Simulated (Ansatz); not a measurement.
Species: CH$_{3}$Si, net charge 0, doublet state. It need not be the lowest isomer of its formula. 
Structure (B3LYP-D3(BJ)/def2-TZVP (Ansatz, a program for electronic structure) minimum search):
SMILES: [CH]=[SiH2]
```xyz
5

C     -1.1588    -0.2310    -0.0465
Si     0.4752     0.0947     0.0191
H     -2.2080    -0.4401    -0.0887
H      1.4943    -0.9666     0.1040
H      1.0136     1.4665    -0.0033
```
Charge 0, spin multiplicity 2.

Atomisation energy built up term by term with Ansatz (kcal/mol; UHF references for open shells; valence terms freeze the core; atomic spin-orbit terms are left out). CBS marks a two-point X^-3 extrapolation of the correlation energy; Hartree-Fock from the larger set.

The UHF reference is spin-contaminated (<S^2> 0.39 over the pure value in the largest basis). The T1 diagnostic of CCSD in the largest basis is 0.059, which is high, so the coupled-cluster rows are less sure than usual.

| term | basis | kcal/mol |
|---|---|---|
| Hartree-Fock | cc-pV(Q+d)Z | … |
| CCSD correlation | CBS(cc-pV(T+d)Z,cc-pV(Q+d)Z) | … |
| (T) | CBS(cc-pV(T+d)Z,cc-pV(Q+d)Z) | 5.53 |
| CCSDT - CCSD(T) | cc-pV(D+d)Z | 0.93 |
| core correlation | cc-pwCVTZ | 0.72 |
| scalar relativity (X2C) | cc-pVTZ-DK against cc-pVTZ | -0.78 |
| sum: De |  | … |

Fill in the missing entries.


- Hartree-Fock, kcal/mol: 257.01
- CCSD correlation, kcal/mol: 83.39
- sum: De, kcal/mol: 346.8
